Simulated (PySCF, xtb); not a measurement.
C8H8, SMILES C=c1ccccc1=C.

GFN2-xTB run with xtb at its own geometry gives an orbital gap of 1.97 eV and a dipole moment of 0.00 D.

Geometry optimised at ωB97X-D3(BJ)/def2-SVP.

### Question
What does B3LYP/def2-TZVP run with PySCF give? (Estimate from the structure and the level; the computed values follow.)

### Answer
gap 3.37 eV (levels -5.55 and -2.19 eV), dipole 0.13 D.
